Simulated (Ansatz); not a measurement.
`CC(C)CS` + `[NH2][Ge]([Cl])([Cl])[Cl]` → `CC(C)[NH][Ge]([Cl])([Cl])[Cl]` + CH₃SH  (substitution at a C–C bond)

Gas-phase electronic energies from Ansatz, PBE0-D4/def2-TZVP geometries. CBS: MP2 limit from def2 TZ/QZ plus the TZ coupled-cluster correction, frozen cores. This one scheme is used for every species. Functionals use def2-TZVPP. B3LYP here is the variant with VWN-RPA as its local correlation; programs differ in this. For Ge outer-core shells are correlated without core-valence functions, which leaves a few kJ/mol of doubt a bond. Scalar relativity is left out up to krypton. Each species was taken in one conformer, which may not be the lowest.

| level | ΔE (kcal/mol) | difference from CCSD(T)/CBS |
| --- | --- | --- |
| r2SCAN-D4 | 6.0 | 0.1 |
| PBE0-D4 | 5.8 | -0.1 |
| ωB97M-V | 5.9 | 0.0 |
| B2PLYP | 5.8 | -0.1 |
| r2SCAN | 6.3 | 0.4 |
| PBE0 | 6.4 | 0.5 |
| B3LYP | 5.6 | -0.3 |
| HF/def2-TZVPP | 5.3 | -0.6 |
| HF/def2-QZVPP | 5.3 | -0.6 |
| HF/CBS(def2) | 5.3 | -0.6 |
| CCSD(T)/CBS | 5.9 | 0 |

Largest T1 diagnostic among the species: 0.010.

The D4 term adds −0.9 kcal/mol with B3LYP and −0.7 kcal/mol with PBE0; it sums over pairs of atoms, weighted by their polarisabilities, and B3LYP, whose exchange is more repulsive, gets the larger term.
